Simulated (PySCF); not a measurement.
Input file for PySCF: R-M06-2X/def2-TZVPPD on ClH5OSi (a complex).

```python
from pyscf import gto, dft

mol = gto.M(
    atom='''
    O     0.19409571   -0.24297724   -0.15294749
    H     1.11836467   -0.32533300   -0.41005480
    H     0.13561133    0.59976545    0.31296692
    Si   -0.26875326   -1.06259892    2.93309322
    Cl    0.00913235    1.00206300    2.91442087
    H    -0.49763626   -1.43414862    4.34462653
    H     0.95831129   -1.70611726    2.43434341
    H    -1.44622390   -1.39032575    2.11496444
    ''',
    basis='def2-tzvppd',
    charge=0, spin=0, verbose=4, max_memory=1800)
mf = dft.RKS(mol, xc='m062x').density_fit(auxbasis='def2-universal-jkfit')
mf.grids.level = 4
mf.conv_tol = 1e-9
mf.max_cycle = 150
mf.kernel()
mf.dip_moment()
```

Q: Predict the final total energy.

A: -827.9531 hartree.
